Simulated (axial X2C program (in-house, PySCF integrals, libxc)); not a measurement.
# Working with the constants of NaCa

A bond curve at the PBE0 level, with spin–orbit coupling, was computed with an in-house all-electron X2C program for linear molecules (integrals from PySCF) (basis Ca dyall-cv3z [11s12p6d4f], Na dyall-cv3z [9s8p5d2f] (cores contracted in-house)) for the state Ω = 1/2 (⟨Sz⟩ = 0.50, ⟨Lz⟩ = 0.00 at PBE0). Its fit gives Re = 3.6734 Å, ωe = 110.8 cm⁻¹, ωexe = 1.09 cm⁻¹ and αe = 9.307e-04 cm⁻¹; the masses are 39.9626 and 22.9898 u. Two-component means X2C with spin–orbit coupling and atomic mean-field Coulomb and Gaunt terms.

Question: Find the reduced mass, Be and the force constant.

Answer: From the PBE0 values: μ = 14.5941 u. Be = 16.8576/(μ Re²) = 0.0856 cm⁻¹. k = 5.8918×10⁻⁷ μ ωe² = 0.106 mdyn/Å.

Question: Estimate De from a Morse curve and compare with the computed well depth of 0.294 eV to Ca + Na.

Answer: De(Morse) = ωe²/(4ωexe) = 0.349 eV against 0.294 eV computed, a ratio of 1.19. The extrapolation overshoots: the well softens faster than a Morse curve, or the lowest atomic limit lies below the one to which the curve heads.

Question: A Morse curve ties αe to the other constants (Pekeris). How well does that hold?

Answer: αe(Morse) = 6Be²/ωe × (√(ωexe/Be) − 1) = 1.019e-03 cm⁻¹; the PBE0 curve gives 9.307e-04 cm⁻¹, a ratio of 1.10.

Question: The dipole moment p changes by 0.32 D/Å at Re. What harmonic infrared intensity follows?

Answer: I = 42.256 × (dp/dR)²/μ = 0.3 km/mol.

Question: Where do the fundamental and the first overtone lie?

Answer: ν(1←0) = ωe − 2ωexe = 108.6 cm⁻¹; ν(2←0) = 2ωe − 6ωexe = 215.1 cm⁻¹.

Occupations by symmetry block were frozen at the best pattern of an incomplete PBE0 search. De is counted from the lowest determinant-based energies of the atoms at the same level, without counterpoise correction. Density functionals use the spin component along the axis (collinear). The bond is weak, and without diffuse functions and with truncated virtuals even CCSD(T) can be tens of per cent off in De.
